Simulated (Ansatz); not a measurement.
Compare A (`C=C1C[SiH2]1`) with its isomer B (`CC1=C[SiH2]1`).

Calculated with Ansatz (gas phase, PBE0-D4/def2-TZVP geometries, no zero-point term in ΔE). CCSD(T)/CBS is the MP2 limit (def2-TZVPP, def2-QZVPP) plus CCSD(T) − MP2 in def2-TZVPP, frozen cores. Functionals use def2-TZVPP. B3LYP here is the variant with VWN-RPA as its local correlation; programs differ in this.

A:

Z-matrix (Å, degrees):
```
C
C 1 1.508
Si 1 1.868 2 64.1
H 1 1.089 2 116.7 3 -111.4
H 1 1.089 2 116.7 3 111.4
C 2 1.320 1 136.8 3 179.9
H 3 1.479 1 119.4 2 -105.7
H 3 1.480 1 119.4 2 105.7
H 6 1.088 2 121.7 1 0.1
H 6 1.085 2 121.5 1 180.0
```

B:

Z-matrix (Å, degrees):
```
C
C 1 1.478
H 1 1.093 2 111.9
H 1 1.093 2 110.4 3 121.2
H 1 1.093 2 110.4 3 -121.2
C 2 1.332 1 138.0 3 -0.1
Si 2 1.815 1 154.1 3 179.9
H 6 1.084 2 135.5 1 0.0
H 7 1.484 2 121.9 1 -75.8
H 7 1.484 2 121.9 1 75.8
```

(1) Which is lower in electronic energy at CCSD(T)/CBS, and by how much? (Best estimate.)

(2) Give E(B) − E(A) in kJ/mol with ωB97M-V, B3LYP, HF/def2-TZVPP, PBE-D4, BLYP-D4, B3LYP-D4, r2SCAN-D4. (An estimate is asked.)

(3) Does the order hold for the free energy at 298.15 K (harmonic terms from PBE0-D4)? (Estimate.)

Largest T1 diagnostic: 0.012.

## Answers

(1) Computed: B, by 27.9 kJ/mol.

(2) Ansatz gave: ωB97M-V -28.5, B3LYP -24.4, HF/def2-TZVPP -37.5, PBE-D4 -21.9, BLYP-D4 -19.5, B3LYP-D4 -23.7, r2SCAN-D4 -25.7. None reverses the order clearly.

(3) Ansatz gave: Yes: G(B) − G(A) = -26.2 kJ/mol.

In def2-TZVPP, CCSD(T) changes the Hartree–Fock value by +10.4 kJ/mol (the triples alone add +1.3 kJ/mol) and MP2 by +6.1 kJ/mol. From BLYP to BHLYP (50 % exact exchange), in def2-TZVPP and without D4, E(B) − E(A) moves by −9.1 kJ/mol.
